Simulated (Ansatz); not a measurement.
Basis-set extrapolation for C2H7BFNS (`CSCB(N)F`) (PBE0-D4/def2-TZVP geometry, frozen core, the Gaussian-basis code of Ansatz). Multiplicity 1, RHF reference.

|  | def2-TZVPP | def2-QZVPP |
| --- | --- | --- |
| HF | -656.157922 | -656.181234 |
| MP2 correlation | -1.082320 | -1.166534 |
| CCSD(T) correlation | -1.174770 | not run |

Energies in hartree. Use E(X) = E(∞) + A·exp(−7.88·√X) for Hartree–Fock and E(X) = E(∞) + B·X^(−2.97) for correlation, with X = 3 and 4, and add CCSD(T) minus MP2 of the smaller set to the MP2 limit.

Problem. What is the CCSD(T) energy at the basis-set limit?

Solution. HF limit: -656.181234 + (-0.023312) × 0.13774 = -656.18444. MP2 limit: -1.166534 + (-0.084214) × 0.74074 = -1.22891. Higher-order term: -1.174770 − (-1.082320) = -0.09245. Total: -657.50580 hartree, 4.71 eV below CCSD(T)/def2-TZVPP.
